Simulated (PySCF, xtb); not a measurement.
Al(F)(Cl)(Me) (CH3AlClF), SMILES [F][Al]([Cl])[CH3].

Harmonic wavenumbers (cm⁻¹) from xtb with GFN2-xTB at its own minimum, in rising order: 23, 114, 163, 211, 468, 619, 624, 685, 780, 1280, 1431, 1445, 2967, 2981, 2985.

Task: What does PySCF 2.14.0 with PBE0-D3(BJ)/def2-SVP give at its own minimum? (The exact figures need the calculation; the answer reports its results.)

Result: 10, 160, 213, 216, 479, 657, 678, 719, 894, 1216, 1418, 1422, 3056, 3154, 3177. Paired by order, the mean absolute difference is 61 cm⁻¹ and the zero-point energies are 24.0 and 25.0 kcal/mol.
